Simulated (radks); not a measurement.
Valence configurations of neutral chlorine (all share [Ne]). Calculated with a radial shooting solver on a logarithmic mesh with Libxc functionals: Dirac Kohn-Sham, LDA (Slater exchange, Perdew-Wang correlation), spin-unpolarised, spherical densities, finite nucleus; open shells are shared between the two j in proportion to 2j + 1; Fermi nuclear charge, rms radius 3.3654 fm. Energies are relative to 3s2 3p5; eigenvalues in eV.

| valence | E (eV) | e(3p1/2) | e(3p3/2) | e(3s1/2) |
|---|---|---|---|---|
| 3s2 3p5 | 0.000 | -8.786 | -8.659 | -20.691 |
| 3s1 3p6 | 12.050 | -9.322 | -9.191 | -21.343 |
| 3s1.5 3p5.5 | 6.010 | -9.058 | -8.929 | -21.022 |

NIST lists [Ne] 3s2 3p5 as the ground configuration; this level of theory agrees among the configurations tried. The energies are those of spherical spin-averaged densities, not of single terms.
